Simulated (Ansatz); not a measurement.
Computed with Ansatz on PBE0-D4/def2-TZVP structures; ΔE is electronic, products minus reactants. CCSD(T)/CBS adds triple-zeta CCSD(T) − MP2 to the extrapolated MP2 energy (def2 sets, frozen cores). This one scheme is used for every species. DFT in def2-TZVPP. One conformer a species, not always the lowest.

Reaction (ligand exchange at the Al–F bond): `C[O][Al]([F])[F]` + HCl → `C[O][Al]([F])[Cl]` + H–F

`C[O][Al]([F])[F]`:

Cartesian coordinates in Å:
```
C 0.818 0.590 -0.812
O 0.461 -0.371 0.144
Al -0.902 -0.777 1.004
F -0.850 -2.029 2.053
F -2.312 0.040 0.836
H -0.013 1.255 -1.068
H 1.155 0.093 -1.726
H 1.643 1.200 -0.432
```

HCl:

```xyz
2

Cl   -0.454   -0.353   -0.278
H     0.454    0.353    0.278
```

`C[O][Al]([F])[Cl]`:

```xyz
8

C     0.772    0.747    0.741
O     0.454   -0.476    0.135
Al   -0.766   -1.050   -0.838
F    -0.726   -2.609   -1.329
Cl   -2.343    0.155   -1.448
H     1.751    1.088    0.392
H     0.823    0.618    1.826
H     0.036    1.527    0.520
```

H–F:

Cartesian coordinates in Å:
```
F -0.304 -0.161 -0.305
H 0.304 0.161 0.305
```

CCSD(T)/CBS gives +17.3 kJ/mol.

Another level gave +20.1 kJ/mol. Which?
A. PBE0-D4/def2-TZVPP
B. BLYP/def2-TZVPP
C. B97M-V/def2-TZVPP
D. RPA@PBE/def2-TZVPP

C. B97M-V 20.1, PBE0-D4 12.3, RPA@PBE/def2-TZVPP 24.3, BLYP 29.1 kJ/mol.

What do rigid-rotor, harmonic-oscillator terms from PBE0-D4/def2-TZVP frequencies (298.15 K, 1 bar) make of the CCSD(T)/CBS value? (Best estimate.)

Computed: ΔZPE = +4.4 kJ/mol, ΔH = +22.4 kJ/mol, ΔS = -2 J/(mol·K), ΔG = +23.1 kJ/mol.

Largest T1 diagnostic among the species: 0.012.

From PBE to PBE0 (25 % exact exchange), in def2-TZVPP and without D4, ΔE moves by −3.1 kJ/mol. At CCSD(T), def2-SVP lies +7.5 kJ/mol from the extrapolated value and def2-TZVPP +3.2 kJ/mol.
